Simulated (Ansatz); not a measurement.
`O[SiH2][CH2][GeH2][OH]` + CH₃OH → `C[O][GeH2][OH]` + `C[SiH2]O`  (ligand exchange at a Ge–C bond)

Program: Ansatz. Geometries: PBE0-D4/def2-TZVP. ΔE: electronic, gas phase. CCSD(T)/CBS is the MP2 limit (def2-TZVPP, def2-QZVPP) plus CCSD(T) − MP2 in def2-TZVPP, frozen cores. This one scheme is used for every species. DFT in def2-TZVPP. B3LYP here is the variant with VWN-RPA as its local correlation; programs differ in this. For Ge outer-core shells are correlated without core-valence functions, which leaves a few kJ/mol of doubt a bond. Scalar relativity is left out up to krypton. Each species was taken in one conformer, which may not be the lowest.

`O[SiH2][CH2][GeH2][OH]`:

```xyz
13

O    -1.858    1.099   -0.321
Si   -1.585   -0.511   -0.182
C    -0.036   -0.834    0.827
Ge    1.533    0.017    0.071
O     0.899    1.598   -0.526
H    -1.049    1.599   -0.508
H    -2.776   -1.100    0.480
H    -1.399   -1.173   -1.507
H     0.152   -1.911    0.883
H    -0.176   -0.466    1.847
H     2.652    0.312    1.091
H     2.107   -0.751   -1.137
H     1.536    2.120   -1.017
```

CH₃OH:

Z-matrix (Å, degrees):
```
C
O 1 1.409
H 1 1.097 2 112.4
H 1 1.090 2 107.0 3 -118.5
H 1 1.097 2 112.4 3 123.0
H 2 0.959 1 108.5 3 -61.6
```

`C[O][GeH2][OH]`:

Z-matrix (Å, degrees):
```
C
O 1 1.407
H 1 1.098 2 112.0
H 1 1.092 2 108.1 3 -118.9
H 1 1.099 2 112.4 3 122.1
Ge 2 1.776 1 119.4 3 -72.7
O 6 1.764 2 105.5 1 -162.4
H 6 1.545 2 107.2 1 -42.3
H 6 1.534 2 112.1 1 83.2
H 7 0.960 6 112.2 2 49.5
```

`C[SiH2]O`:

Z-matrix (Å, degrees):
```
C
Si 1 1.863
H 1 1.093 2 111.0
H 1 1.094 2 110.2 3 119.8
H 1 1.093 2 111.5 3 -120.7
O 2 1.652 1 112.6 3 57.7
H 2 1.492 1 108.9 3 -179.5
H 2 1.483 1 110.6 3 -59.4
H 6 0.957 2 117.7 1 68.6
```

| level | ΔE (kJ/mol) | difference from CCSD(T)/CBS |
| --- | --- | --- |
| PBE-D4 | -16.9 | 1.2 |
| r2SCAN-D4 | -24.1 | -6.0 |
| B3LYP-D4 | -23.4 | -5.3 |
| ωB97X-V | -24.1 | -6.0 |
| ωB97M-V | -20.6 | -2.5 |
| PBE | -22.1 | -4.0 |
| r2SCAN | -25.4 | -7.3 |
| PBE0 | -20.5 | -2.4 |
| B3LYP | -31.7 | -13.6 |
| HF/def2-TZVPP | -43.1 | -25.0 |
| CCSD(T)/def2-TZVPP | -21.0 | -2.9 |
| HF/def2-QZVPP | -44.9 | -26.8 |
| MP2/def2-QZVPP | -19.4 | -1.3 |
| HF/CBS(def2) | -45.1 | -27.0 |
| MP2/CBS(def2) | -17.6 | 0.5 |
| CCSD/CBS(def2) | -20.3 | -2.2 |
| CCSD(T)/CBS | -18.1 | 0 |

Largest T1 diagnostic among the species: 0.012.

The D4 term adds +8.4 kJ/mol with B3LYP and +4.6 kJ/mol with PBE0; it sums over pairs of atoms, weighted by their polarisabilities, and B3LYP, whose exchange is more repulsive, gets the larger term. In def2-TZVPP, CCSD(T) changes the Hartree–Fock value by +22.1 kJ/mol (the triples alone add +2.2 kJ/mol) and MP2 by +22.6 kJ/mol.
